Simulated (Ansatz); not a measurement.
Input file for C$_{3}$H$_{5}$FZn, SMILES `C/C=[C](/F)[ZnH]`:

```yaml
crystal:
  periodic: [false, false, false]
  atoms:
    - {symbol: C, position_ang: [-0.388312, -0.860605, 0.999282]}
    - {symbol: C, position_ang: [0.653762, -0.677962, -0.048760]}
    - {symbol: C, position_ang: [0.695886, 0.359446, -0.877723]}
    - {symbol: F, position_ang: [1.715919, 0.386551, -1.787591]}
    - {symbol: Zn, position_ang: [-0.524591, 1.868102, -0.965368]}
    - {symbol: H, position_ang: [0.056140, -0.913062, 1.997789]}
    - {symbol: H, position_ang: [-1.112369, -0.039755, 1.003389]}
    - {symbol: H, position_ang: [-0.945193, -1.790498, 0.849328]}
    - {symbol: H, position_ang: [1.424343, -1.443037, -0.136227]}
    - {symbol: H, position_ang: [-1.492384, 3.059720, -1.031219]}
basis:
  gaussian: {orbitals: def2-TZVPP}
correlation: {method: ccsd_t, frozen_orbitals: {C: 1, F: 1, H: 0, Zn: 9}}
output: {orbitals: {seedname: orbitals}}
```

```sh
$ ansatz run in.yaml --threads 4 --pin off --events-out ev --progress --plain
```

Log, shortened:

```
Functional definition: HF
1622 factors; integrals over basis functions are off by at most 1.0e-3 eV
mean field evaluation 1: about -54250.0029 eV, gradient 3.6e1 eV
mean field evaluation 2: about -54250.3725 eV, gradient 3.6e1 eV
mean field evaluation 4: about -54253.6886 eV, gradient 7.1e0 eV
mean field evaluation 8: about -54253.7711 eV, gradient 6.2e-1 eV
mean field -54253.77229618 eV, -1993.7893573571 hartree, gradient 1.8e-6 eV, S^2 0.000000; 0 other end points of the search recorded, 0 dependent functions left out
13 core orbitals not correlated: weight in the atoms' cores, before any rotation towards them, 1.000 or more for the frozen orbitals, at most 0.000 for the correlated occupied ones
reference -54253.77229618 eV, -1993.7893573571 hartree; 18, 18 occupied and 227, 227 virtual orbitals, 1622 factors
second order -34.16550822 eV of doubles, -0.00000000 eV of singles
cycle   1  -32.53643248 eV  change     1.6e0 eV  update   1.4e-1
cycle   2  -33.47069937 eV  change   -9.3e-1 eV  update   5.6e-2
cycle   3  -33.69017663 eV  change   -2.2e-1 eV  update   2.4e-2
cycle   4  -33.66311603 eV  change    2.7e-2 eV  update   7.3e-3
cycle   5  -33.65405161 eV  change    9.1e-3 eV  update   2.8e-3
cycle   6  -33.65703003 eV  change   -3.0e-3 eV  update   9.8e-4
cycle   7  -33.65707505 eV  change   -4.5e-5 eV  update   3.6e-4
cycle   8  -33.65665287 eV  change    4.2e-4 eV  update   1.4e-4
cycle   9  -33.65669026 eV  change   -3.7e-5 eV  update   4.5e-5
cycle  10  -33.65674540 eV  change   -5.5e-5 eV  update   1.7e-5
cycle  11  -33.65670739 eV  change    3.8e-5 eV  update   7.1e-6
perturbative correction -1.25241240 eV, -0.0460253066 hartree
Total energy: -54288.68141597 eV, -1995.0722438468 hartree
```

It took 52 s on 4 threads of a server CPU on a shared host, with 6.7 GiB of host memory at the peak.

Correlation energy per correlated electron: -0.970 eV. T1 diagnostic: 0.0145.
